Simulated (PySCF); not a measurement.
PySCF 2.14 output of a UHF calculation on a single atom or ion in aug-cc-pV(D+d)Z, with the non-relativistic Hamiltonian (point nucleus):

```
SCF conv_tol = 1e-09
number electrons alpha = 9  beta = 8
cycle= 1 E= -526.261196254116  delta_E= -0.00442  |g|= 0.0272  |ddm|= 0.0538
cycle= 2 E= -526.261649805281  delta_E= -0.000454  |g|= 0.00898  |ddm|= 0.0184
cycle= 3 E= -526.261706166673  delta_E= -5.64e-05  |g|= 0.00047  |ddm|= 0.0107
cycle= 4 E= -526.26170637461  delta_E= -2.08e-07  |g|= 0.000104  |ddm|= 0.00173
cycle= 5 E= -526.261706386094  delta_E= -1.15e-08  |g|= 1.6e-05  |ddm|= 0.000512
cycle= 6 E= -526.261706386334  delta_E= -2.4e-10  |g|= 3.77e-06  |ddm|= 7.42e-05
converged SCF energy = -526.261706386334  <S^2> = 0.75703158  2S+1 = 2.0070193
```

The run itself started from symmetry-adapted Hartree-Fock orbitals and held the occupation by maximum overlap, so the iterations belong to that start.

Problem. Which element, charge and spin multiplicity is this?

Solution. Ar⁺ (argon, charge +1), multiplicity 2; the state was [Ne] 3s2 3p5, 2P determinant.
